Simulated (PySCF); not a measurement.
B(CCH)(Me)2 (C4H7B), SMILES C#CB(C)C.

Coordinates come from a B3LYP-D3(BJ)/def2-SVP optimisation.

Two levels are set side by side: PBE/def2-TZVP (PySCF) and B3LYP/def2-TZVP (PySCF). Same geometry, gas phase. Differences are taken from unrounded values.

```
quantity                     B3LYP
---------------------------  -----
orbital gap (eV)              5.86
highest occupied level (eV)  -7.52
lowest empty level (eV)      -1.65
mean polarisability (bohr³)   61.4
```

Problem. What does PBE give, and how far is it from B3LYP? (The exact figures need the calculation; the answer reports its results.)

Solution. 
| quantity | PBE | PBE minus B3LYP |
|---|---|---|
| orbital gap (eV) | 4.12 | -1.75 |
| highest occupied level (eV) | -6.52 | 1.00 |
| lowest empty level (eV) | -2.40 | -0.75 |
| mean polarisability (bohr³) | 63.4 | 2.0 |

Without exact exchange PBE keeps part of each electron's self-repulsion, which lifts occupied levels and narrows the gap. Loosely held outer electrons make PBE densities more polarisable. Differences between two approximate levels are no errors against the true value.

Rough cost on one machine, each run with all the roots and properties that it gave: B3LYP against PBE within a factor of 2.
